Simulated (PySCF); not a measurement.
C3HF4, SMILES F/C=[C]/C(F)(F)F, multiplicity 2. Geometry optimised at B3LYP-D3(BJ)/def2-SVP. The isomer is the one that the SMILES or the coordinates give; other isomers of the formula were not compared.

Computed with B3LYP-D3(BJ)/def2-SVP (PySCF).

Harmonic wavenumbers (cm⁻¹): 86, 135, 144, 376, 400, 430, 565, 597, 697, 851, 892, 1144, 1171, 1208, 1263, 1344, 1796, 3131. Rotational constants (GHz): 5.435, 1.407, 1.391; symmetry number 1.

Task: Work out the zero-point energy and the ideal-gas rigid-rotor harmonic-oscillator thermochemistry at 298.15 K and 1 atm.

Result: ZPE = ½ Σ hcν = ½ × 16231 cm⁻¹ = 23.20 kcal/mol. H − E(el) = 27.87 kcal/mol. Entropy in cal/(mol K): translation 40.08, rotation 27.80, vibration 14.04, spin 1.38, total 83.30. G − E(el) = 3.04 kcal/mol. Cp = 23.18 cal/(mol K). Modes under 150 cm⁻¹ make the vibrational entropy uncertain.
